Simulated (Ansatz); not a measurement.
`[CH3][W](=[O])([F])=[S]` and `[CH3][Mo](=[O])([F])=[S]` differ in one element.

Ansatz, PBE0-D4/def2-TZVP geometries, multiplicity 1. 

Elements past krypton have def2 core potentials.

```
                                        property  `[CH3][W](=[O])([F])=[S]`
               LUMO energy (PBE/def2-TZVPP) / eV                      -3.64
           HOMO–LUMO gap (B3LYP/def2-TZVPP) / eV                       4.56
               HOMO energy (PBE/def2-TZVPP) / eV                      -6.67
  size of the dipole moment (PBE/def2-TZVPP) / D                       2.53
             HOMO energy (B3LYP/def2-TZVPP) / eV                      -7.67
size of the dipole moment (B3LYP/def2-TZVPP) / D                       2.62
```

Q: Give the same properties after the change, and the shifts. (Best estimate.)

A: Computed: 
| property | `[CH3][Mo](=[O])([F])=[S]` | shift |
| --- | --- | --- |
| LUMO energy (PBE/def2-TZVPP) / eV | -4.07 | -0.43 |
| HOMO–LUMO gap (B3LYP/def2-TZVPP) / eV | 4.20 | -0.36 |
| HOMO energy (PBE/def2-TZVPP) / eV | -6.76 | -0.09 |
| size of the dipole moment (PBE/def2-TZVPP) / D | 2.19 | -0.34 |
| HOMO energy (B3LYP/def2-TZVPP) / eV | -7.76 | -0.09 |
| size of the dipole moment (B3LYP/def2-TZVPP) / D | 2.29 | -0.33 |

With PBE0 the HOMO falls by 0.09 eV and the LUMO falls by 0.46 eV, so the gap narrows by about 0.37 eV. PBE moves the HOMO by -0.09 eV and ωB97M-V by -0.09 eV. Dipoles are sizes alone; their direction can turn.

B3LYP here is the variant with VWN-RPA as its local correlation; programs differ in this.
